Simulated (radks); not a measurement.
Results of a calculation; reference values are marked as such.
Spherical jellium clusters: N electrons in a uniform positive sphere of charge N and radius rs N^(1/3), rs = 3.97 bohr. Level of theory: non-relativistic Kohn-Sham, LDA (Slater exchange, Perdew-Wang correlation), spin-polarised, spherical densities (a radial shooting solver with Libxc functionals). Levels are named by radial order and angular momentum (1s, 1p, 1d, 2s, ...), and open shells are averaged over m.

N = 15, configuration 1s2 1p6 1d(up 5, down 2). This is the lowest configuration that the search found. Occupied and some empty levels:

level    occupation  eigenvalue (eV)  <r> (bohr)
1s up             1          -5.1208       6.100
1s down           1          -4.9110       5.929
1p up             3          -4.1744       7.322
1p down           3          -3.9110       7.298
1d up             5          -3.0129       8.244
1d down           2          -2.7428       8.307
2s up             0          -2.5383       7.138
2s down           0          -2.4071       7.271
1f up             0          -1.6999       9.158
1f down           0          -1.4512       9.311
2p up             0          -1.2083       9.365
2p down           0          -1.0813       9.572

Energy (eV): total -26.9033, kinetic 26.847, external -737.94, Hartree 363.67, exchange-correlation -54.680, background 375.20.

Electron density:

r (bohr)  n(r) (e/bohr^3)
1.11             0.002113
2.30             0.002612
3.50             0.003380
4.69             0.004182
5.88             0.004607
7.08             0.004230
8.27             0.003034
9.46             0.001622
10.7            0.0006673
11.8            0.0002311
13.0           0.00007343
14.2           0.00002209
15.4            6.361e-06
